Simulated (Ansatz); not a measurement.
B2Mo2, relaxed as a singlet with RKS r2SCAN-D4/def2-TZVP in Ansatz, starting from the GFN1-xTB geometry. Force threshold 0.02 eV/Å.

In the def2 sets Mo takes a core potential; there is no spin–orbit coupling. The relaxation made no stability test and no search for a lower SCF solution. The structure comes from a short search, and lower isomers may exist.

Start:

Cartesian coordinates in Å:
```
Mo -0.309 -0.699 1.072
Mo 0.120 1.288 -0.247
B -1.313 -0.234 -0.779
B 1.502 -0.355 -0.047
```

(1) Estimate the energy that the relaxation releases and the steps that it takes.

(2) Does the start keep its bonding and symmetry?

(3) Predict the relaxed structure.

Results:

(1) 31.9 kcal/mol, in 5 steps; 11 s on 4 threads of Arm Neoverse V1 on a shared host. No frequencies were taken in this run, so the end may be a saddle point.

(2) By distances, no bond broke or formed. The bond that changes most is Mo1–Mo2, from 2.42 to 2.23 Å (atoms count from 1). Point group C2v at the start, C2v at the end, both within 0.05 Å.

(3) 
```xyz
4

Mo   -0.2604   -0.7164    0.8821
Mo    0.1337    1.1101   -0.3301
B    -1.3767   -0.1348   -0.6506
B     1.5034   -0.2589    0.0986
```
Bond lengths (bridged metal pairs left out): 4 × B–Mo 1.98 Å; 1 × Mo–Mo 2.23 Å.
